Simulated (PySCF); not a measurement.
## Dipole response of Ho²⁺ (holmium, charge +2)

[Xe] 4f11, one real determinant. Calculation: PySCF 2.14, in ANO-RCC-VTZP; scalar relativity by spin-free X2C-1e. Coupled (time-dependent) response in atomic units; α is the mean over directions. The basis has no added diffuse functions, which lowers α and C₆.

```csv
method,mean α (bohr³),"α xx, yy, zz",C₆ (like pair),S(−4)
UHF,6.795,"6.834, 6.834, 6.718",36.23,33.60
```

S(−4) is the Cauchy moment in α(ω) = α(0) + S(−4) ω² + …

Spin-orbit coupling is absent.

α(iu) at UHF:

```csv
u (hartree),α(iu) (bohr³)
0,6.795
0.0500,6.716
0.100,6.523
0.200,6.050
0.300,5.615
0.500,4.896
0.750,4.140
1.00,3.498
1.50,2.541
2.00,1.921
3.00,1.219
5.00,0.6270
```

For an ion, C₆ is the dispersion term alone; charge-induced terms of lower order in 1/R come first.

The components differ because the open shell of this determinant is not spherical; for a pure term their mean is the scalar polarisability.

⟨L²⟩ = 34.03 against 42 for a pure I term, so this real determinant mixes terms. Spin-orbit coupling, absent here, splits the open shell strongly.
